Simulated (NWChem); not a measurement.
Molecule: Si2H5F; SMILES F[SiH2][SiH3]

All runs: NWChem. Pople sets run with spherical d functions. Medium grid unless said otherwise, to which SCAN and Minnesota functionals are sensitive. All runs use the structure optimised with PBE-D3(BJ)/def2-SVP.

### Question
Among these, which level gives the highest value of “orbital gap (eV)”?
A. B3LYP/6-31G*
B. Hartree-Fock/6-31G*
C. M06-2X/6-31G*
D. SCAN/6-31G*

### Answer
B, Hartree-Fock/6-31G*. Values: SCAN/6-31G* 6.50; B3LYP/6-31G* 7.57; M06-2X/6-31G* 9.89; Hartree-Fock/6-31G* 14.09
